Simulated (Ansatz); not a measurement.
`[CH3][Al]([NH2])[SiH3]` → `[CH2]` (triplet) + `[NH2][AlH][SiH3]` at 700 K and 1 bar (formal loss of a carbene).

Gas-phase electronic energies from Ansatz, PBE0-D4/def2-TZVP geometries. CBS: MP2 limit from def2 TZ/QZ plus the TZ coupled-cluster correction, frozen cores. This one scheme is used for every species. Triplets are unrestricted, without spin–orbit coupling. Each species was taken in one conformer, which may not be the lowest.

```csv
species,CCSD(T)/CBS energy (Eh),H − E (kJ/mol),S (J/(mol·K))
`[CH3][Al]([NH2])[SiH3]`,-628.70637,317.0,518.7
`[CH2]` (triplet),-39.09499,70.4,226.8
`[NH2][AlH][SiH3]`,-589.42853,221.1,435.9
```

H − E and S are ideal-gas, rigid-rotor, harmonic terms from PBE0-D4/def2-TZVP, for one conformer and one mirror image of each species, with the whole ground term of open shells counted as degenerate. 1 Eh = 2625.50 kJ/mol, R = 8.31446 J/(mol·K).

By hand: ΔE, ΔH, ΔS and ΔG.

ΔE = (-39.09499) + (-589.42853) − (-628.70637) = 0.18285 Eh = 480.1 kJ/mol. Δ(H − E) = 70.4 + 221.1 − 317.0 = -25.5, so ΔH = 454.6 kJ/mol. ΔS = 226.8 + 435.9 − 518.7 = 144.0 J/(mol·K). ΔG = 454.6 − 700 × (144.0)/1000 = 353.8 kJ/mol.

By hand: the equilibrium constant, and the temperature at which ΔG would vanish if ΔH and ΔS stayed fixed.

log₁₀ K = −ΔG/(RT ln 10) = -26.4. ΔG = 0 at ΔH/ΔS = 3157 K, far beyond where these terms or the molecules hold.

The number of gas molecules changes by +1, which sets the sign of ΔS. A doubt of 5 kJ/mol in ΔE shifts log₁₀ K by 0.4 here. Other conformers and mirror images would add mixing entropy, several J/(mol·K) or more a flexible species. Modes under 60 cm⁻¹, often nearly free rotors, make the harmonic entropy too high. A triplet takes part, so the spin changes. These are equilibria of isolated gas molecules and say nothing of rates. Largest T1 diagnostic: 0.013 (customary marks: 0.02 for closed shells, 0.045 for open ones).
